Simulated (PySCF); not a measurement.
## Two-component Hartree-Fock for Fe²³⁺ (iron, charge +23)

Start: [He] 2s1; 2s1/2 filled at m_j = +1/2. Calculated with PySCF 2.14 in an even-tempered Gaussian basis (17 s from 6.6 bohr⁻², ratio 2.4; 11 p from 8.6 bohr⁻², ratio 2.4; 5 d from 27 bohr⁻², ratio 2.6; 4 f from 40 bohr⁻², ratio 2.6): generalised Hartree-Fock with the X2C-1e Hamiltonian and a Gaussian nucleus; one run each with spin-orbit coupling (SO) switched off, then screened by Boettger's factors.

```csv
spinor shell,electrons,"ε, spin-free (eV)","ε, screened SO (eV)",weight of nominal j (screened SO),"rms radius, screened SO (bohr)"
1s1/2,2,-8699.0,-8699.0,1.000,0.0667
2s1/2,1,-2046.3,-2046.3,1.000,0.259
```

```json
{"quantity": "E (hartree)", "spin-free": "-740.92308", "screened SO": "-740.92308"}
{"quantity": "M_J", "spin-free": "1/2", "screened SO": "1/2"}
{"quantity": "⟨J²⟩", "spin-free": "0.750", "screened SO": "0.750"}
{"quantity": "⟨L²⟩", "spin-free": "0.000", "screened SO": "0.000"}
{"quantity": "⟨S²⟩", "spin-free": "0.750", "screened SO": "0.750"}
```

Each row is a mean over spinors that exchange with the open shell spreads, by up to 15.180 eV (1s1/2).

Without spin-orbit coupling the j labels of p, d and f shells carry no meaning; the spin-free column gives the mean over the occupied spinors of each nl shell.
